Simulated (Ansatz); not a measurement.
System: sum formula GeOBr (charge 0, doublet). It need not be the lowest isomer of its formula. 
Geometry from a B3LYP-D3(BJ)/def2-TZVP (Ansatz, an electronic-structure program) optimisation:
SMILES: [O]=[Ge][Br]
```xyz
3

Ge     0.4597    -0.5469     0.7424
O      2.0200    -0.9329     0.2899
Br    -0.8820     0.7132    -0.7451
```
Charge 0, spin multiplicity 2.

Basis-set convergence of Hartree-Fock and MP2 correlation energies (hartree) with Ansatz. Valence correlation only, unless marked. UHF or UKS for open shells. Spin-orbit coupling is left out. Frozen are the shells of the preceding noble gas and the d and f shells that filled before the atom's block. No relativistic terms.

The T1 diagnostic of CCSD in the largest basis is 0.094, which is high, so the coupled-cluster rows are less sure than usual.

```
basis        functions        E(HF)  E(corr, MP2)
-----------  ---------  -----------  ------------
aug-cc-pVDZ         95  -4722.60057      -0.35832
aug-cc-pVTZ        164            ?             ?
```

Q: What belongs in the gaps?

A: 
- aug-cc-pVTZ, E(HF): -4722.76808
- aug-cc-pVTZ, E(corr, MP2): -0.45374
